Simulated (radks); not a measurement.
Effect of the nuclear size on the terbium ion Tb2+, [Xe] 4f9. All-electron calculation, Dirac Kohn-Sham, exchange-only LDA, spin-unpolarised, spherical densities, finite nucleus; open shells fill j = l - 1/2 first; Fermi nuclear charge, rms radius 5.06 fm. Program: a radial shooting solver on a logarithmic mesh with Libxc functionals. The rms radius is varied about that value; shifts are against it.

| rms radius (fm) | total energy shift (eV) | density at nucleus (e/bohr^3) | 1s1/2 shift (meV) | 2s1/2 shift (meV) | 4p1/2 shift (meV) | 5s1/2 shift (meV) | 5p1/2 shift (meV) | 4f7/2 shift (meV) | 6s1/2 (empty) shift (meV) |
|---|---|---|---|---|---|---|---|---|---|
| 4.1087 | -7.70 | 7.224e+05 | -3170 | -412 | 0.243 | -3.39 | 0.075 | 0.328 | -0.481 |
| 4.8323 | -1.95 | 6.922e+05 | -803 | -104 | 0.061 | -0.859 | 0.019 | 0.083 | -0.122 |
| 5.06 | 0 | 6.839e+05 | 0.000 | 0.000 | 0.000 | 0.000 | 0.000 | 0.000 | 0.000 |
| 5.3788 | 2.84 | 6.73e+05 | 1170 | 152 | -0.089 | 1.25 | -0.028 | -0.121 | 0.177 |
| 5.7886 | 6.68 | 6.601e+05 | 2750 | 358 | -0.209 | 2.94 | -0.065 | -0.284 | 0.417 |

Slopes of the eigenvalues against <r^2> in GHz/fm^2, as finite differences over the two radii next to the reference (eigenvalue slopes, not the field-shift constants of lines): 1s1/2 85500, 2s1/2 11100, 4p1/2 -6.50, 5s1/2 91.4, 5p1/2 -2.02, 4f7/2 -8.84, 6s1/2 (empty) 13.0.
